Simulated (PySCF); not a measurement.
Compound: C₂H₁₀B₃N.
SMILES with atom numbers: `[BH2:1][CH:2]([BH2:3])[BH:4][NH:5][CH3:6]` (hydrogens: H7, H8 on B1; H9 on C2; H10, H11 on B3; H12 on B4; H13 on N5; H14, H15, H16 on C6)

Torsions of this conformer, `[BH2:1][CH:2]([BH2:3])[BH:4][NH:5][CH3:6]`: B1–C2–B4–N5 122°, C2–B4–N5–C6 180°.

The closed-shell ground state was solved at several levels (PySCF, density fitting, gas phase, non-relativistic). Isolated species at its GFN2-xTB geometry (one conformer only).

```tsv
level	basis functions	HOMO (eV)	LUMO (eV)	gap (eV)	dipole (D)
B3LYP/pcJ-1	262	-7.46	-1.53	5.93	2.82
PBE0/pcSseg-1	152	-7.70	-1.31	6.39	2.82
```

Problem. What might wB97X-D/def2-SVPD (200 basis functions) give for the same quantities?

Solution. HOMO -9.58 eV, LUMO 0.52 eV, gap 10.10 eV, dipole 2.62 D.

Problem. Over all these levels, which gives the widest orbital gap and which the narrowest?

Solution. wB97X-D/def2-SVPD (range-separated hybrid) has the widest, 10.10 eV, and B3LYP/pcJ-1 (global hybrid, 20 % exact exchange) the narrowest, 5.93 eV. Functional and basis both differ between the two, so the spread mixes both effects.

Problem. How far do the dipole and the HOMO energy spread over the levels?

Solution. The dipole runs from 2.62 to 2.82 D (mean 2.75 D) and the HOMO from -9.58 to -7.46 eV.
